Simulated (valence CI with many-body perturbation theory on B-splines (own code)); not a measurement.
## E1 line list for Au⁷²⁺

Computed by relativistic CI+MBPT: five valence electrons over a frozen Dirac-Fock core [He], radial functions for each j: 9 s, 9 p, 8 d, 6 f, 3 g, 1 h, with the one-electron correlation potential Σ1, the two-electron term Σ2, the three-electron term Σ3, Breit, model QED; selected CI, second order for the rest (own B-spline code, finite nucleus).

No measured spectrum was set against this ion. As an estimate, large intervals hold to a few tenths of a per cent, small ones and those within an open d or f shell to about a per cent. Among the levels kept, up to 1100 cm⁻¹ of a level comes from second order outside the variational space, and about a tenth of that is noise between levels of different J, which matters for small intervals.

Lines 51 to 100 of 262 in falling wavelength, among levels below 13257 eV, chosen from the strongest by gf and those to the six lowest levels. Wavelengths and rates use the calculated energies. Electric multipoles are in the length gauge, E1 and E2 with the static RPA response of the core. Weak lines are less certain than strong ones. Lines between different terms over intervals too small for the method are left out, as are lines whose strength nearly cancels. The highest levels of a list are the least certain.

Levels are named by their leading jj configuration (3d3/2^4 stands for four electrons in 3d with j = 3/2), which in mixed levels can hold well under half, so a name can repeat and another be missing. Letters in brackets count levels of one name in rising energy.

| λ vac (nm) | Upper | Lower | A (s⁻¹) | S (a.u.) |
| --- | --- | --- | --- | --- |
| 1.852 | (2s 2p1/2^2 2p3/2 3d3/2) J=3/2 [a] | (2s 2p1/2^2 2p3/2 3p1/2) J=3/2 [a] | 1.48e+12 | 1.85e-02 |
| 1.850 | (2s 2p1/2^2 2p3/2 3p3/2) J=5/2 [b] | (2s 2p1/2^2 2p3/2 3s) J=3/2 [b] | 2.44e+12 | 4.58e-02 |
| 1.850 | (2s^2 2p1/2 2p3/2 3d3/2) J=5/2 [a] | (2s^2 2p1/2 2p3/2 3p1/2) J=3/2 [a] | 1.47e+12 | 2.75e-02 |
| 1.849 | (2s^2 2p1/2^2 3d3/2) J=3/2 | (2s^2 2p1/2^2 3p1/2) J=1/2 | 1.84e+12 | 2.30e-02 |
| 1.845 | (2s^2 2p1/2 2p3/2 3p3/2) J=1/2 [a] | (2s^2 2p1/2 2p3/2 3s) J=1/2 | 1.81e+12 | 1.12e-02 |
| 1.844 | (2s 2p1/2^2 2p3/2 3d3/2) J=7/2 | (2s 2p1/2^2 2p3/2 3p1/2) J=5/2 | 1.80e+12 | 4.46e-02 |
| 1.839 | (2s^2 2p1/2 2p3/2 3d3/2) J=7/2 | (2s^2 2p1/2 2p3/2 3p1/2) J=5/2 | 1.85e+12 | 4.54e-02 |
| 1.837 | (2s^2 2p1/2 2p3/2 3p3/2) J=7/2 | (2s^2 2p1/2 2p3/2 3s) J=5/2 | 2.75e+12 | 6.73e-02 |
| 1.836 | (2s 2p1/2^2 2p3/2 3d3/2) J=1/2 [a] | (2s 2p1/2^2 2p3/2 3p1/2) J=3/2 [a] | 1.95e+12 | 1.19e-02 |
| 1.835 | (2s^2 2p1/2 2p3/2 3d3/2) J=3/2 [a] | (2s^2 2p1/2 2p3/2 3p1/2) J=1/2 | 1.04e+12 | 1.27e-02 |
| 1.831 | (2s^2 2p1/2 2p3/2 3p3/2) J=3/2 [a] | (2s^2 2p1/2 2p3/2 3s) J=1/2 | 8.33e+11 | 1.01e-02 |
| 1.827 | (2s^2 2p1/2 2p3/2 3p3/2) J=5/2 [a] | (2s^2 2p1/2 2p3/2 3s) J=3/2 [a] | 2.80e+12 | 5.06e-02 |
| 1.822 | (2s 2p1/2^2 2p3/2 3p3/2) J=5/2 [a] | (2s 2p1/2^2 2p3/2 3s) J=3/2 [a] | 1.15e+12 | 2.05e-02 |
| 1.821 | (2s 2p1/2^2 2p3/2 3d3/2) J=1/2 [b] | (2s 2p1/2^2 2p3/2 3p1/2) J=1/2 | 1.66e+12 | 9.90e-03 |
| 1.818 | (2s 2p1/2^2 2p3/2 3p3/2) J=7/2 | (2s 2p1/2^2 2p3/2 3s) J=5/2 | 2.66e+12 | 6.31e-02 |
| 1.816 | (2s^2 2p1/2 2p3/2 3d3/2) J=1/2 [a] | (2s^2 2p1/2 2p3/2 3p1/2) J=1/2 | 1.69e+12 | 1.00e-02 |
| 1.809 | (2s 2p1/2^2 2p3/2 3p3/2) J=1/2 [a] | (2s 2p1/2^2 2p3/2 3s) J=3/2 [a] | 2.44e+12 | 1.43e-02 |
| 1.801 | (2s^2 2p1/2 2p3/2 3p3/2) J=3/2 [a] | (2s^2 2p1/2 2p3/2 3s) J=3/2 [a] | 4.48e+11 | 5.17e-03 |
| 1.797 | (2s 2p1/2^2 2p3/2 3p3/2) J=3/2 [b] | (2s 2p1/2^2 2p3/2 3s) J=3/2 [b] | 1.28e+12 | 1.47e-02 |
| 1.797 | (2s^2 2p1/2^2 3p3/2) J=3/2 | (2s^2 2p1/2^2 3s) J=1/2 | 2.97e+12 | 3.40e-02 |
| 1.796 | (2s^2 2p1/2 2p3/2 3p3/2) J=3/2 [b] | (2s^2 2p1/2 2p3/2 3s) J=3/2 [b] | 1.06e+12 | 1.21e-02 |
| 1.795 | (2s^2 2p1/2 2p3/2 3d3/2) J=5/2 [b] | (2s^2 2p1/2 2p3/2 3p1/2) J=5/2 | 7.05e+11 | 1.21e-02 |
| 1.790 | (2s 2p1/2^2 2p3/2 3p3/2) J=3/2 [a] | (2s 2p1/2^2 2p3/2 3s) J=5/2 | 6.03e+11 | 6.82e-03 |
| 1.780 | (2s^2 2p1/2 2p3/2 3d3/2) J=3/2 [b] | (2s^2 2p1/2 2p3/2 3p1/2) J=5/2 | 4.56e+11 | 5.08e-03 |
| 1.776 | (2s^2 2p1/2 2p3/2 3p3/2) J=3/2 [b] | (2s^2 2p1/2 2p3/2 3s) J=5/2 | 3.66e+11 | 4.05e-03 |
| 1.773 | (2s^2 2p1/2 2p3/2 3p3/2) J=5/2 [b] | (2s^2 2p1/2 2p3/2 3s) J=3/2 [b] | 1.53e+12 | 2.53e-02 |
| 1.771 | (2s 2p1/2^2 2p3/2 3p3/2) J=3/2 [b] | (2s 2p1/2^2 2p3/2 3s) J=1/2 | 1.69e+12 | 1.86e-02 |
| 1.762 | (2s^2 2p1/2 2p3/2 3d3/2) J=5/2 [b] | (2s^2 2p1/2 2p3/2 3p1/2) J=3/2 [a] | 1.61e+11 | 2.60e-03 |
| 1.757 | (2s 2p1/2^2 2p3/2 3p3/2) J=1/2 [b] | (2s 2p1/2^2 2p3/2 3s) J=1/2 | 2.42e+12 | 1.30e-02 |
| 1.755 | (2s^2 2p1/2 2p3/2 3p3/2) J=3/2 [b] | (2s^2 2p1/2 2p3/2 3s) J=1/2 | 8.91e+11 | 9.50e-03 |
| 1.754 | (2s^2 2p1/2 2p3/2 3p3/2) J=5/2 [b] | (2s^2 2p1/2 2p3/2 3s) J=5/2 | 1.61e+12 | 2.58e-02 |
| 1.748 | (2s^2 2p1/2 2p3/2 3d3/2) J=3/2 [b] | (2s^2 2p1/2 2p3/2 3p1/2) J=3/2 [a] | 2.88e+11 | 3.04e-03 |
| 1.740 | (2s 2p1/2^2 2p3/2 3p3/2) J=5/2 [a] | (2s 2p1/2^2 2p3/2 3s) J=5/2 | 1.68e+12 | 2.63e-02 |
| 1.727 | (2s^2 2p1/2 2p3/2 3p3/2) J=3/2 [b] | (2s^2 2p1/2 2p3/2 3s) J=3/2 [a] | 9.86e+11 | 1.00e-02 |
| 1.721 | (2s^2 2p1/2 2p3/2 3d3/2) J=1/2 [b] | (2s^2 2p1/2 2p3/2 3p1/2) J=3/2 [a] | 5.48e+11 | 2.76e-03 |
| 1.710 | (2s^2 2p1/2 2p3/2 3p3/2) J=1/2 [b] | (2s^2 2p1/2 2p3/2 3s) J=3/2 [b] | 2.85e+12 | 1.41e-02 |
| 1.673 | (2s^2 2p1/2 2p3/2 3p3/2) J=1/2 [b] | (2s^2 2p1/2 2p3/2 3s) J=1/2 | 8.21e+11 | 3.79e-03 |
| 1.645 | (2s 2p1/2^2 2p3/2 3p3/2) J=5/2 [b] | (2s 2p1/2^2 2p3/2 3s) J=3/2 [a] | 3.14e+11 | 4.14e-03 |
| 1.592 | (2s 2p1/2^2 2p3/2 3p3/2) J=1/2 [b] | (2s 2p1/2^2 2p3/2 3s) J=3/2 [a] | 6.30e+11 | 2.51e-03 |
| 0.8419 | (2s^2 2p3/2^3) J=3/2 | (2s 2p1/2^2 2p3/2^2) J=1/2 | 1.66e+10 | 1.95e-05 |
| 0.7802 | (2s^2 2p3/2^3) J=3/2 | (2s 2p1/2^2 2p3/2^2) J=5/2 | 2.15e+10 | 2.02e-05 |
| 0.5581 | (2s 2p1/2 2p3/2^3) J=3/2 [a] | (2s^2 2p1/2 2p3/2^2) J=1/2 | 1.47e+11 | 5.06e-05 |
| 0.5456 | (2s 2p1/2^2 2p3/2^2) J=5/2 | (2s^2 2p1/2^2 2p3/2) J=3/2 | 5.58e+12 | 2.68e-03 |
| 0.5437 | (2s 2p1/2 2p3/2^3) J=3/2 [a] | (2s^2 2p1/2 2p3/2^2) J=5/2 | 5.83e+11 | 1.85e-04 |
| 0.5382 | (2s 2p1/2 2p3/2^3) J=3/2 [a] | (2s^2 2p1/2 2p3/2^2) J=3/2 | 1.76e+13 | 5.42e-03 |
| 0.5337 | (2s 2p1/2 2p3/2^3) J=5/2 | (2s^2 2p1/2 2p3/2^2) J=5/2 | 1.72e+13 | 7.75e-03 |
| 0.5304 | (2s 2p1/2 2p3/2^3) J=1/2 | (2s^2 2p1/2 2p3/2^2) J=1/2 | 1.23e+13 | 1.81e-03 |
| 0.5292 | (2s 2p1/2^2 2p3/2 3p3/2) J=5/2 [b] | (2s^2 2p1/2^2 3p3/2) J=3/2 | 2.30e+13 | 1.01e-02 |
| 0.5287 | (2s 2p1/2 2p3/2^3) J=3/2 [b] | (2s^2 2p1/2 2p3/2^2) J=1/2 | 1.14e+13 | 3.31e-03 |
| 0.5286 | (2p1/2 2p3/2^4) J=1/2 | (2s 2p1/2 2p3/2^3) J=3/2 [b] | 4.95e+13 | 7.22e-03 |
